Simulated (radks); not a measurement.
Task: Spherical quantum dot in the effective-mass picture: electrons in a parabolic well V = omega^2 r^2 / 2 with omega = 0.892, with a point charge +1 (a donor) at the centre, all in effective atomic units (hartree* = m*/eps^2 hartree, bohr* = eps/m* bohr), one dielectric constant everywhere. Calculated with a radial shooting solver with Libxc functionals: non-relativistic Kohn-Sham, LDA (Slater exchange, Perdew-Wang correlation), spin-polarised, spherical densities. Levels are named by radial order and angular momentum (1s, 1p, 1d, 2s, ...), and open shells are averaged over m. Results are scaled to m* = 0.163 and eps = 5, for which hartree* = 177.4 meV and bohr* = 1.623 nm. At N = 20 the configuration is 1s2 1p6 1d10 2s2. Does electron 21 go into 1f up or 2p up?

Result: Into 1f up. The total energies of the other choices lie higher by 21.5 meV (2p up).
